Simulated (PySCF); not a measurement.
## How methods differ on the excitation energy of Cu

Cu [Ar] 3d10 4s1 (2S) → Cu [Ar] 3d9 4s1 4p1 (high-spin determinant), as a difference of total energies. Computed with PySCF 2.14 in aug-cc-pwCVDZ-PP with ECP10MDF (6s6p5d3f, 70 functions), with a scalar-relativistic core potential. Correlated levels: valence: 3s2 3p6 frozen; valence and next inner shell: nothing frozen outside the core potential. The calculations carry no spin-orbit coupling.

```tsv
method	excitation energy (eV)
UHF	2.023
LDA	6.000
PBE	5.376
PBE0	4.704
r2SCAN	4.629
M06-L	5.050
LC-wPBE	4.884
B2PLYP	5.080
MN15	6.735
MP2 (valence)	5.540
SCS-MP2 (valence)	5.200
MP2 (valence and next inner shell)	6.035
SCS-MP2 (valence and next inner shell)	5.582
```

Q: How much does correlation contribute at MP2 (valence and next inner shell)?

A: 6.035 − (2.023) = 4.012 eV, measured against UHF.

The determinant of the upper state mixes LS terms, which raises its energy above the lowest term, most at the Hartree-Fock and MP2 levels.
